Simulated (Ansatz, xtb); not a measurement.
# Two isomers of C5H4OS2

We compare X, `O=c1cc(S)ccs1`, a singlet, with Y, `O=Cc1csc(S)c1`, a singlet. Both are isolated molecules in the gas phase, relaxed with r2SCAN-D4/def2-SVP; the shapes shown needn't be the lowest conformers.

X (Å):

```xyz
12

C    -1.2104   -0.5010    0.2789
C    -0.4938    0.7445    0.3716
C     0.7273    1.0449   -0.1950
C     1.4916    0.1249   -0.9905
C     1.0682   -1.1426   -1.2567
O    -2.2812   -0.7608    0.7773
S     1.3545    2.6666    0.0976
S    -0.3992   -1.8437   -0.7110
H    -1.0188    1.4993    0.9670
H     2.4996    2.5228   -0.6030
H     2.4519    0.4459   -1.4025
H     1.6825   -1.8125   -1.8684
```

Y (Å):

| atom | x (Å) | y (Å) | z (Å) |
| --- | --- | --- | --- |
| C | -1.2108 | 1.2956 | 0.6683 |
| C | -0.0080 | 0.8237 | -0.0337 |
| C | 1.1324 | 1.5939 | -0.1948 |
| C | 1.3505 | -0.6829 | -1.1887 |
| C | 0.1231 | -0.4805 | -0.6040 |
| O | -2.2127 | 0.6307 | 0.8201 |
| S | 2.3468 | 0.7555 | -1.0607 |
| S | 1.8684 | -2.0921 | -2.1043 |
| H | -1.1360 | 2.3442 | 1.0656 |
| H | 1.3030 | 2.6086 | 0.1702 |
| H | 2.8999 | -2.4496 | -1.3016 |
| H | -0.6668 | -1.2324 | -0.5645 |

Problem. Estimate E(Y) − E(X) at the level CCSD(T)/def2-SVP + ΔMP2/def2-TZVPP.

Solution. Too close to call at this level: CCSD(T)/def2-SVP + ΔMP2/def2-TZVPP gives E(Y) − E(X) = −0.94 kJ/mol.

Level by level:

```tsv
level	geometry	E(Y) − E(X) (kJ/mol)	departure from the last row (kJ/mol)	job, with rough time for the two
GFN2-xTB	GFN2-xTB	+37.41	+38.35	optimisation, 0.18 s
HF/STO-3G	GFN2-xTB	−23.80	−22.85	single point, 0.38 s
r2SCAN-D4/def2-SVP//GFN2-xTB	GFN2-xTB	+28.71	+29.66	single point, 3.5 s
r2SCAN-D4/def2-SVP	r2SCAN-D4/def2-SVP	+25.30	+26.24	optimisation, 56 s
HF/def2-SVP	r2SCAN-D4/def2-SVP	−10.60	−9.66	part of the CCSD(T) run
MP2/def2-SVP	r2SCAN-D4/def2-SVP	−12.39	−11.45	part of the CCSD(T) run
CCSD(T)/def2-SVP	r2SCAN-D4/def2-SVP	−4.78	−3.84	single point
CCSD(T)/def2-SVP + ΔMP2/def2-TZVPP	r2SCAN-D4/def2-SVP	−0.94		single point, 57 s
```

As drawn, Y has 3 C∷C, 2 C∷S in place of 1 C–C, 2 C=C, 2 C–S (∷ is an aromatic bond). Structure X has a 6-membered ring, Y a 5-membered ring (with an aromatic ring).

The largest departure from CCSD(T)/def2-SVP + ΔMP2/def2-TZVPP is that of GFN2-xTB, 38.35 kJ/mol. The last row adds to CCSD(T) the change of the MP2 difference between the two basis sets, here +3.84 kJ/mol.

With thermal terms from frequencies at re-optimised GFN2-xTB minima (ideal gas, soft modes damped towards free rotors, one conformer each, 298.15 K, 1 atm): on the last row, ΔE + ΔZPE = −3.16, ΔH = −2.15, ΔG = −5.01 kJ/mol.

The correlated steps freeze 16 core orbitals. Programs: Ansatz 0.2.0, xtb 6.7.1; the last row on 4 threads of Arm Neoverse V2 on a shared host.
